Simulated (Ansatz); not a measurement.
System: trimethoxy(sulfanyl)silane, C₃H₁₀O₃SSi (charge 0, singlet). 
Geometry from a B3LYP-D3(BJ)/def2-TZVP (Ansatz, a quantum-chemistry and plane-wave program) optimisation:
```
Si
O 1 1.6265
C 2 1.4249 1 124.40
H 3 1.0892 2 107.69 1 -176.96
H 3 1.0915 4 109.37 2 -120.58
H 3 1.0931 4 108.95 5 -118.99
O 1 1.6270 2 107.39 3 43.69
C 7 1.4214 1 124.75 2 -178.25
H 8 1.0893 7 107.87 1 -177.32
H 8 1.0922 9 109.21 7 120.49
H 8 1.0932 9 109.02 10 119.11
O 1 1.6322 2 114.36 3 -74.77
C 12 1.4217 1 125.45 2 -58.82
H 13 1.0893 12 107.85 1 177.77
H 13 1.0926 14 109.04 12 -120.76
H 13 1.0928 14 109.07 15 -118.59
S 1 2.1361 2 107.72 3 166.90
H 17 1.3435 1 93.93 2 -42.17
```

Dipole moments at this geometry, in debye (magnitudes).

| level | program | dipole (D) |
|---|---|---|
| PBE/def2-TZVPD | Ansatz | 1.23 |
| BLYP/def2-TZVPD | Ansatz | 1.24 |
| revPBE/def2-TZVPD | Ansatz | 1.24 |
| r2SCAN/def2-TZVPD | Ansatz | 1.25 |
| B97M-V/def2-TZVPD | Ansatz | ? |
| PBE0/def2-TZVPD | Ansatz | 1.24 |
| r2SCAN0/def2-TZVPD | Ansatz | 1.25 |
| wB97M-V/def2-TZVPD | Ansatz | 1.25 |
| wB97X-V/def2-TZVPD | Ansatz | 1.28 |
| CCSD(T)/aug-cc-pV(D+d)Z | Ansatz | ? |

Task: What belongs in the gaps?

Result: 
- B97M-V/def2-TZVPD, dipole (D): 1.18
- CCSD(T)/aug-cc-pV(D+d)Z, dipole (D): 1.24
